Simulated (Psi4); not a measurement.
Psi4 input (wB97X-D/6-31G*):

```
memory 1500 MB

molecule {
1 1
C    -1.70345816   -0.82158574   -0.42605077
C    -0.57951860    0.05057871    0.16201849
C    -0.52169045    1.42769907   -0.49865260
C     0.69230231   -0.73077476   -0.00652922
O     1.86069893    0.06915361    0.67621405
H    -2.65467468   -0.30859008   -0.29303817
H    -1.77366522   -1.79206422    0.06621758
H    -1.55782401   -0.98073214   -1.49585457
H    -0.77544493    0.15857401    1.23661376
H    -0.35550657    1.33457491   -1.57377631
H     0.26553022    2.06089505   -0.08740342
H    -1.46813513    1.94616339   -0.35210667
H     0.69901426   -1.69909476    0.48738837
H     1.04608912   -0.78957378   -1.03264474
H     2.72140072   -0.38873599    0.66588578
H     1.64181404    0.34985113    1.58429050
symmetry c1
no_reorient
no_com
}

set {
  basis 6-31G*
  reference rks
  scf_type pk
  dft_radial_points 99
  dft_spherical_points 590
  e_convergence 1e-8
  d_convergence 1e-7
  maxiter 150
}

e = energy('wb97x-d')
print_out(f'\nFINAL {e:.10f} DIPOLE {variable("CURRENT DIPOLE")[0]:.6f} {variable("CURRENT DIPOLE")[1]:.6f} {variable("CURRENT DIPOLE")[2]:.6f}\n')
```

Output:

```
   => Loading Basis Set <=

    Name: 6-31G*
    Role: ORBITAL
    Keyword: BASIS
    atoms 1-4  entry C          line   111 file 6-31gs.gbs
    atoms 5    entry O          line   145 file 6-31gs.gbs
    atoms 6-16 entry H          line    44 file 6-31gs.gbs

   => WB97X-D: Empirical Dispersion <=

    Chai and Head-Gordon Dispersion Correction
    Chai, J.-D.; Head-Gordon, M. (2010), J. Chem. Phys., 132: 6615-6620

        s6 =       1.000000

         ---------------------------------------------------------
                                   SCF
               by Justin Turney, Rob Parrish, Andy Simmonett
                          and Daniel G. A. Smith
                              RKS Reference
         ---------------------------------------------------------

  ==> Geometry <==

    Molecular point group: c1
    Full point group: C1

    Geometry (in Angstrom), charge = 1, multiplicity = 1:

       Center              X                  Y                   Z               Mass
    ------------   -----------------  -----------------  -----------------  -----------------
         C           -1.703458160000    -0.821585740000    -0.426050770000    12.000000000000
         C           -0.579518600000     0.050578710000     0.162018490000    12.000000000000
         C           -0.521690450000     1.427699070000    -0.498652600000    12.000000000000
         C            0.692302310000    -0.730774760000    -0.006529220000    12.000000000000
         O            1.860698930000     0.069153610000     0.676214050000    15.994914619570
         H           -2.654674680000    -0.308590080000    -0.293038170000     1.007825032230
         H           -1.773665220000    -1.792064220000     0.066217580000     1.007825032230
         H           -1.557824010000    -0.980732140000    -1.495854570000     1.007825032230
         H           -0.775444930000     0.158574010000     1.236613760000     1.007825032230
         H           -0.355506570000     1.334574910000    -1.573776310000     1.007825032230
         H            0.265530220000     2.060895050000    -0.087403420000     1.007825032230
         H           -1.468135130000     1.946163390000    -0.352106670000     1.007825032230
         H            0.699014260000    -1.699094760000     0.487388370000     1.007825032230
         H            1.046089120000    -0.789573780000    -1.032644740000     1.007825032230
         H            2.721400720000    -0.388735990000     0.665885780000     1.007825032230
         H            1.641814040000     0.349851130000     1.584290500000     1.007825032230

  Running in c1 symmetry.

  Rotational constants: A =      0.24508  B =      0.10965  C =      0.08415 [cm^-1]
  Rotational constants: A =   7347.43017  B =   3287.25899  C =   2522.75938 [MHz]
  Nuclear repulsion =  200.957761371187615

  Charge       = 1
  Multiplicity = 1
  Electrons    = 42
  Nalpha       = 21
  Nbeta        = 21

  ==> Algorithm <==

  SCF Algorithm Type is PK.
  DIIS enabled.
  MOM disabled.
  Fractional occupation disabled.
  Guess Type is SAD.
  Energy threshold   = 1.00e-08
  Density threshold  = 1.00e-07
  Integral threshold = 1.00e-12

  ==> Primary Basis <==

  Basis Set: 6-31G*
    Blend: 6-31G*
    Number of shells: 52
    Number of basis functions: 97
    Number of Cartesian functions: 97
    Spherical Harmonics?: false
    Max angular momentum: 2

  ==> DFT Potential <==

   => LibXC <=

    Version 7.1.2
    S. Lehtola, C. Steigemann, M. J. T. Oliveira, and M. A. L. Marques,  SoftwareX 7, 1–5 (2018) (10.1016/j.softx.2017.11.002)

   => Composite Functional: WB97X-D <=

    wB97X-D Hyb-GGA Exchange-Correlation Functional

    J.-D. Chai and M. Head-Gordon,  Phys. Chem. Chem. Phys. 10, 6615–6620 (2008) (10.1039/B810189B)

    Deriv               =              1
    GGA                 =           TRUE
    Meta                =          FALSE

    Exchange Hybrid     =           TRUE
    MP2 Hybrid          =          FALSE

   => Exchange-Correlation Functionals <=

    1.0000   wB97X-D range-separated functional

   => Exact (HF) Exchange <=

    0.7780            HF,LR [omega = 0.2000]
    0.2220               HF

   => LibXC Density Thresholds  <==

    XC_HYB_GGA_XC_WB97X_D:  1.00E-14

   => Molecular Quadrature <=

    Radial Scheme          =       TREUTLER
    Pruning Scheme         =           NONE
    Nuclear Scheme         =       TREUTLER

    Blocking Scheme        =         OCTREE
    BS radius alpha        =              1
    Pruning alpha          =              1
    Radial Points          =             99
    Spherical Points       =            590
    Total Points           =         866248
    Total Blocks           =           5958
    Max Points             =            256
    Max Functions          =             96
    Weights Tolerance      =       1.00E-15

  ==> Integral Setup <==

  Using in-core PK algorithm.
   Calculation information:
      Number of atoms:                  16
      Number of AO shells:              52
      Number of primitives:            119
      Number of atomic orbitals:        97
      Number of basis functions:        97

      Integral cutoff                 1.00e-12
      Number of threads:                 1

  Performing in-core PK
  Using 33893643 doubles for integral storage.
  We computed 888277 shell quartets total.
  Whereas there are 950131 unique shell quartets.

  Computing range-separated integrals for PK
  We computed 888277 wK shell quartets total.
  Whereas there are 950131 wK unique shell quartets.

  ==> DiskJK: Disk-Based J/K Matrices <==

    J tasked:                  Yes
    K tasked:                  Yes
    wK tasked:                 Yes
    Omega:               2.000E-01
    Schwarz Cutoff:          1E-12


  Cached 16.7% of DFT collocation blocks in 0.340 [GiB].

  Minimum eigenvalue in the overlap matrix is 4.1240648881E-03.
  Reciprocal condition number of the overlap matrix is 5.5897507151E-04.
    Using symmetric orthogonalization.

  ==> Pre-Iterations <==

  SCF Guess: Superposition of Atomic Densities via on-the-fly atomic UHF (no occupation information).

   -------------------------
    Irrep   Nso     Nmo
   -------------------------
     A         97      97
   -------------------------
    Total      97      97
   -------------------------

  ==> Iterations <==

                        Total Energy        Delta E     RMS |[F,P]|

   @RKS iter SAD:  -233.40150045456056   -2.33402e+02   0.00000e+00
   @RKS iter   1:  -233.72875555656373   -3.27255e-01   6.04130e-03 ADIIS/DIIS
   @RKS iter   2:  -233.82128516036138   -9.25296e-02   4.41213e-03 ADIIS/DIIS
   @RKS iter   3:  -233.90736842842458   -8.60833e-02   4.16300e-04 ADIIS/DIIS
   @RKS iter   4:  -233.90805464348114   -6.86215e-04   2.16750e-04 ADIIS/DIIS
   @RKS iter   5:  -233.90822866665488   -1.74023e-04   4.91694e-05 DIIS
   @RKS iter   6:  -233.90823820433400   -9.53768e-06   1.46147e-05 DIIS
   @RKS iter   7:  -233.90823908423937   -8.79905e-07   2.99625e-06 DIIS
   @RKS iter   8:  -233.90823914490494   -6.06656e-08   4.21770e-07 DIIS
   @RKS iter   9:  -233.90823914649829   -1.59335e-09   1.66074e-07 DIIS
   @RKS iter  10:  -233.90823914668982   -1.91534e-10   4.85687e-08 DIIS
  Energy and wave function converged.

  ==> Post-Iterations <==

   Electrons on quadrature grid:
      Ntotal   =   41.9999975223 ; deviation = -2.478e-06

    Orbital Energies [Eh]
    ---------------------

    Doubly Occupied:

       1A    -19.625302     2A    -10.581854     3A    -10.489102
       4A    -10.441625     5A    -10.438481     6A     -1.461102
       7A     -1.106707     8A     -0.998577     9A     -0.957100
      10A     -0.940345    11A     -0.852069    12A     -0.822646
      13A     -0.788388    14A     -0.713191    15A     -0.700008
      16A     -0.669006    17A     -0.635933    18A     -0.618244
      19A     -0.596308    20A     -0.583956    21A     -0.582223

    Virtual:

      22A     -0.118264    23A     -0.044298    24A     -0.019647
      25A      0.016018    26A      0.041916    27A      0.063870
      28A      0.088167    29A      0.090843    30A      0.099506
      31A      0.109812    32A      0.131750    33A      0.140717
      34A      0.152243    35A      0.157442    36A      0.177070
      37A      0.409610    38A      0.414996    39A      0.424854
      40A      0.442801    41A      0.448309    42A      0.553002
      43A      0.568276    44A      0.597623    45A      0.631616
      46A      0.635226    47A      0.637500    48A      0.667685
      49A      0.719742    50A      0.751087    51A      0.767691
      52A      0.778379    53A      0.823976    54A      0.829797
      55A      0.851060    56A      0.868157    57A      0.876845
      58A      0.883030    59A      0.894288    60A      0.922809
      61A      0.946433    62A      0.986303    63A      1.046902
      64A      1.199553    65A      1.272980    66A      1.309721
      67A      1.376655    68A      1.415630    69A      1.476564
      70A      1.585344    71A      1.621332    72A      1.686476
      73A      1.708899    74A      1.783872    75A      1.817575
      76A      1.845619    77A      1.901619    78A      1.917266
      79A      1.966723    80A      2.033008    81A      2.071093
      82A      2.116879    83A      2.162578    84A      2.184628
      85A      2.202307    86A      2.334996    87A      2.371748
      88A      2.426129    89A      2.461335    90A      2.552803
      91A      2.633504    92A      2.705473    93A      3.582489
      94A      4.097722    95A      4.209727    96A      4.244193
      97A      4.480097

    Final Occupation by Irrep:
              A
    DOCC [    21 ]
    NA   [    21 ]
    NB   [    21 ]

  @RKS Final Energy:  -233.90823914668982

   => Energetics <=

    Nuclear Repulsion Energy =            200.9577613711876154
    One-Electron Energy =                -704.7905975289417029
    Two-Electron Energy =                 293.1995538818138129
    DFT Exchange-Correlation Energy =     -23.2664441610347872
    Empirical Dispersion Energy =          -0.0085127097147392
    VV10 Nonlocal Energy =                  0.0000000000000000
    Total Energy =                       -233.9082391466897946

Computation Completed

Properties will be evaluated at   0.000000,   0.000000,   0.000000 [a0]

Properties computed using the SCF density matrix

 Multipole Moments:

 ------------------------------------------------------------------------------------
     Multipole            Electronic (a.u.)      Nuclear  (a.u.)        Total (a.u.)
 ------------------------------------------------------------------------------------

 L = 1.  Multiply by 2.5417464519 to convert [e a0] to [Debye]
 Dipole X            :          2.1239994           -0.0000003            2.1239991
 Dipole Y            :         -0.6155280            0.0000002           -0.6155279
 Dipole Z            :          1.1162767           -0.0000002            1.1162765
 Magnitude           :                                                    2.4771597

 ------------------------------------------------------------------------------------

FINAL -233.9082391467 DIPOLE 2.123999 -0.615528 1.116276

*** Psi4 exiting successfully. Buy a developer a beer!
```

The dipole moment of an ion depends on the origin.

The geometry given is a B3LYP-D3(BJ)/def2-TZVP minimum.
